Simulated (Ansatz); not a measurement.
Ligand exchange: BH(CH3)(SH) + C2H2S → B(CH3)(SH)2 + C2H2

Species: BH(CH3)(SH), singlet; C2H2S (ethynethiol) `C#CS`, singlet; B(CH3)(SH)2, singlet; C2H2 (acetylene) `C#C`, singlet. The partners trade H for SH: B–H and C–SH bonds give way to B–SH and C–H.

Shapes, held fixed at every level: PBE0-D4/def2-TZVP. Flexible molecules stand in one conformer, not always the lowest. Programs: Ansatz 0.2.0. Electronic energies: no zero-point or thermal term.

```json
{"level": "B3LYP-D4/def2-TZVPP", "kind": "global hybrid", "ΔE (kJ/mol)": "-106.4", "less CCSD(T)/CBS estimate": "+9.4"}
{"level": "wB97M-V/def2-TZVPP", "kind": "range-separated hybrid", "ΔE (kJ/mol)": "-111.6", "less CCSD(T)/CBS estimate": "+4.2"}
{"level": "wB97X-V/def2-TZVPP", "kind": "range-separated hybrid", "ΔE (kJ/mol)": "-109.5", "less CCSD(T)/CBS estimate": "+6.3"}
{"level": "MP2/def2-TZVPP", "kind": "perturbation theory", "ΔE (kJ/mol)": "-116.0", "less CCSD(T)/CBS estimate": "-0.2"}
{"level": "CCSD(T)/def2-TZVPP", "kind": "coupled cluster or CI", "ΔE (kJ/mol)": "-114.3", "less CCSD(T)/CBS estimate": "+1.5"}
{"level": "CCSD/def2-TZVPP", "kind": "coupled cluster or CI", "ΔE (kJ/mol)": "-113.4", "less CCSD(T)/CBS estimate": "+2.4"}
{"level": "CCSD(T)/CBS estimate", "kind": "coupled cluster or CI", "ΔE (kJ/mol)": "-115.8", "less CCSD(T)/CBS estimate": "0.0"}
```

The highest level, CCSD(T)/CBS estimate, gives ΔE = -115.8 kJ/mol; the levels span -116.0 to -106.4. The column of differences is taken from that level and isn't an error. No measured value is set beside it here. The CBS estimate extrapolates MP2 from def2-TZVPP and def2-QZVPP and adds CCSD(T) − MP2 in the triple-zeta set, cores frozen.
